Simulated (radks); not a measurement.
Ar8+, configuration [Ne].

Calculated with a radial shooting solver on a logarithmic mesh with Libxc functionals: scalar-relativistic Kohn-Sham, BLYP, spin-unpolarised, spherical densities, point nucleus.

Energy parts (hartree):
| part | energy |
|---|---|
| total | -508.20389 |
| kinetic | 511.14114 |
| electron-nucleus | -1145.07062 |
| Hartree | 152.45061 |
| exchange-correlation | -26.72503 |

Orbitals (lengths in bohr, moments of r in powers of bohr; r(90%) holds 90 % of the orbital's charge):
orbital  occ.  eigenvalue (hartree)  <1/r>     <r^2>      <r^4>  r(90%)
1s          2             -121.1774  17.70  0.009875  0.0002514   0.153
2s          2             -16.94628  3.595    0.1979    0.06917   0.637
2p          6             -14.53347  3.504    0.1689    0.05895   0.610
3s          0              -5.70735  1.259     1.433      3.011    1.63
3p          0              -5.06673  1.195     1.512      3.449    1.69
3d          0              -4.18109  1.047     1.478      3.577    1.72

The highest occupied level is 2p at -395.48 eV. The density falls to 0.001 e/bohr^3 at r = 1.33 bohr.
